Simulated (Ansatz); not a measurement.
Ge$_{2}$H$_{8}$N$_{2}$S, SMILES `[NH2][GeH2][S][GeH2][NH2]` at its PBE0-D4/def2-TZVP geometry, where that method's forces vanish. Charge 0, multiplicity 1.

```xyz
13

N     0.9708   -0.5826    1.3187
Ge   -0.6961    0.1342    1.6851
S    -1.1383    1.6290    0.1228
Ge   -0.7522    0.2836   -1.6389
N     1.0103   -0.0962   -1.9397
H     1.7330    0.0457    1.5386
H     1.1376   -1.4628    1.7899
H    -1.6646   -1.0595    1.6350
H    -0.7874    0.8821    3.0301
H    -1.4745   -1.0439   -1.3631
H    -1.3146    1.0386   -2.8500
H     1.5494    0.7077   -2.2333
H     1.4266   -0.4759   -1.0951
```

(1) What forces (eV/Å) does ωB97M-V/def2-TZVPP give on these atoms in Ansatz 0.2.0? (Best estimate.)

Answers

(1) Computed: 
```
N1   0.011 -0.006  0.044
Ge2 -0.130 -0.017  0.106
S3   0.021 -0.015 -0.024
Ge4 -0.151 -0.026 -0.065
N5   0.041  0.018  0.058
H6  -0.004 -0.031 -0.017
H7   0.014  0.031 -0.017
H8   0.072  0.091 -0.001
H9   0.017 -0.069 -0.108
H10  0.053  0.095 -0.008
H11  0.045 -0.061  0.096
H12  0.000 -0.034  0.013
H13  0.012  0.025 -0.074
```
